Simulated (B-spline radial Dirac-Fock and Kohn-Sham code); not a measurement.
Calculated with a radial B-spline solver, using the Dirac equation of a negative muon with reduced mass in the field of a spherical finite nucleus, with the Uehling potential to all orders; nuclear polarisation, deformation, hyperfine structure, self-energy, higher-order vacuum polarisation, relativistic recoil and electron screening are left out. The nuclear charge is a Fermi distribution (skin thickness 2.3 fm).

Problem. A muonic atom of atomic mass 140.92 u emits these computed lines: 2p3/2 → 1s1/2 4618 keV, 3d5/2 → 2p3/2 1541 keV, 4f7/2 → 3d5/2 550.4 keV, 5g9/2 → 4f7/2 253.4 keV. Which element is it, and what rms charge radius was used?

Solution. Europium (Z = 63, nuclide ¹⁴¹Eu); the high transitions hardly feel the nucleus and fix Z. The 2p → 1s line lies 4373 keV below the value for a point nucleus without QED, which for this nuclear model gives a radius near 4.97 fm (4.9697 fm was used).
